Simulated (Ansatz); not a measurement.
Abridged output of a molecular run in Ansatz:

```
Functional definition: HF
  name "HF"
  cite "Fock, Z. Phys. 61, 126 (1930) doi:10.1007/BF01340294"
  parent pbe
  exchange = exact_x
  correlation = 0
1757 factors; integrals over basis functions are off by at most 1.3e-3 eV
mean field evaluation 1: about -22141.4275 eV, gradient 3.3e1 eV
mean field evaluation 2: about -22141.7205 eV, gradient 3.3e1 eV
mean field evaluation 4: about -22144.4888 eV, gradient 4.9e0 eV
mean field evaluation 8: about -22144.5595 eV, gradient 2.8e-1 eV
mean field -22144.55994379 eV, -813.7975678125 hartree, gradient 4.4e-6 eV, S^2 0.000000; 0 other end points of the search recorded, 0 dependent functions left out
12 core orbitals not correlated: weight in the atoms' cores, before any rotation towards them, 1.000 or more for the frozen orbitals, at most 0.000 for the correlated occupied ones
reference -22144.55994379 eV, -813.7975678125 hartree; 20, 20 occupied and 237, 237 virtual orbitals, 1757 factors
second order -28.07178588 eV of doubles, -0.00000000 eV of singles
cycle   1  -28.29946816 eV  change   -2.3e-1 eV  update   1.4e-1
cycle   2  -29.06431738 eV  change   -7.6e-1 eV  update   4.2e-2
cycle   3  -29.25874867 eV  change   -1.9e-1 eV  update   2.6e-2
cycle   4  -29.23872619 eV  change    2.0e-2 eV  update   7.3e-3
cycle   5  -29.23394874 eV  change    4.8e-3 eV  update   3.5e-3
cycle   6  -29.23524292 eV  change   -1.3e-3 eV  update   1.2e-3
cycle   7  -29.23523592 eV  change    7.0e-6 eV  update   5.9e-4
cycle   8  -29.23518829 eV  change    4.8e-5 eV  update   2.3e-4
cycle   9  -29.23533497 eV  change   -1.5e-4 eV  update   1.2e-4
cycle  10  -29.23529637 eV  change    3.9e-5 eV  update   4.8e-5
perturbative correction -1.14107087 eV, -0.0419335811 hartree
Total energy: -22174.93631103 eV, -814.9138787188 hartree
```

Its atoms:

Cartesian coordinates in Å:
```
B -0.0243 -2.0776 -0.6593
C -0.2376 -0.5331 -0.5198
Cl 1.8446 -1.4660 -0.5589
O -0.5527 0.0558 0.5734
Sn -0.1673 2.0160 0.9486
H -0.2223 -2.5266 -1.7538
H -0.2928 -2.7345 0.3046
H -0.0492 0.1194 -1.3855
H 0.0677 2.6564 -0.6075
H -1.5801 2.5243 1.7333
H 1.2140 1.9660 1.9250
```

(1) Which basis set was used?
A. cc-pV(Q+d)Z
B. def2-QZVPP
C. def2-SVP
D. def2-TZVPP

(2) Write the keys of the input that set method, charge and spin (a neutral closed shell needs none for the last two).

Results:

(1) D. It gives 269 functions.

(2) 
```yaml
correlation: {method: ccsd_t}
```
